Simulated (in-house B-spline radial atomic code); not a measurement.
Ionising the chlorine ion Cl⁴⁺ with different functionals

Computed with an all-electron radial atomic-structure program (B-spline basis): four-component Dirac-Coulomb Hamiltonian, Fermi nucleus of rms radius 3.3654 fm, spin-restricted, spherical fractional occupations for the functionals. The ionisation energy is the difference of two self-consistent energies, [Ne] 3s2 3p1 → [Ne] 3s2, without Breit or QED terms; ε is the level of the shell that loses the electron (mean over j). The electron is taken from both j subshells in proportion to 2j + 1, so the result is a j average, not the step between ground levels.

Hybrids are left out here: with spherical fractional occupations of an open shell their exact exchange keeps a self-interaction that integer-occupation calculations don't have.

| method | rung | ΔSCF (eV) | -ε(3p) (eV) |
| --- | --- | --- | --- |
| LDA VWN5 | LDA | 67.29 | 59.69 |
| relativistic LDA | LDA | 67.28 | 59.69 |
| LDA PW92 | LDA | 67.28 | 59.69 |
| LDA exchange-only | LDA | 65.74 | 58.15 |
| PBE | GGA | 67.07 | 59.52 |
| PBEsol | GGA | ? | ? |
| BLYP | GGA | 67.07 | 59.46 |
| RPBE | GGA | ? | ? |
| PW91 | GGA | 67.20 | 59.63 |
| BP86 | GGA | 67.21 | 59.65 |
| AM05 | GGA | 67.01 | 59.47 |
| OLYP | GGA | 66.95 | 59.48 |

Q: What does RPBE give?

A: ΔSCF 66.99 eV, and -ε(3p) = 59.47 eV.

Q: What does PBEsol give?

A: ΔSCF 67.03 eV, and -ε(3p) = 59.48 eV.

Q: How do they compare with the NIST value?

A: NIST lists 67.7 eV ± 0.1 (semi-empirical, ground level to ground level). Errors run from -1.94 to -0.39 eV; LDA VWN5 is closest (-0.39 eV), though others lie within the uncertainty of it, and part of that can be cancellation, since the calculations leave out Breit-QED terms, spin polarisation, the choice among j levels, multiplet and fine-structure energies.
